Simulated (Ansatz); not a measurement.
```yaml
crystal:
  periodic: [false, false, false]
  atoms:
    - {symbol: I, position_ang: [0.165540, 2.384266, 0.353081]}
    - {symbol: Zn, position_ang: [-0.000103, 0.000017, -0.000051]}
    - {symbol: I, position_ang: [-0.165438, -2.384283, -0.353021]}
basis:
  gaussian: {orbitals: def2-SVP, fitting: {mean_field: def2-universal-jkfit}}
hamiltonian: {xc: {name: revPBE}, dispersion: d3bjatm}
output: {forces: true}
```

```sh
$ ansatz run in.yaml --threads 2 --pin off --events-out ev --progress --plain --max-ram 31744MiB --backend cpu
```

Output, abridged:

```
Functional definition: revPBE
700 factors; integrals over basis functions are off by at most 2.1e-2 eV
mean field evaluation 1: about -64613.7834 eV, gradient 4.0e1 eV
mean field evaluation 2: about -64607.0702 eV, gradient 7.2e1 eV
mean field evaluation 4: about -64616.2610 eV, gradient 2.2e0 eV
mean field evaluation 8: about -64616.2742 eV, gradient 2.1e-3 eV
mean field -64616.27417389 eV, -2374.6042774068 hartree, gradient 1.1e-5 eV, S^2 0.000000; 0 other end points of the search recorded, 0 dependent functions left out
reference -64616.27421687 eV, -2374.6042789861 hartree; 40, 40 occupied and 43, 43 virtual orbitals, 700 factors
Total energy: -64616.45874718 eV, -2374.6110603499 hartree
Atom 0 at     0.165540     2.384266     0.353081 Å, force     0.023055     0.332714     0.049246 eV/Å
Atom 1 at    -0.000103     0.000017    -0.000051 Å, force     0.000076    -0.000011     0.000040 eV/Å
Atom 2 at    -0.165438    -2.384283    -0.353021 Å, force    -0.023131    -0.332702    -0.049286 eV/Å
Dipole moment:    -0.000067     0.000010    -0.000036 e Å
```

Run time 0.81 s (2 threads of an AMD EPYC 7R13 on a shared host); peak host memory 0.35 GiB.
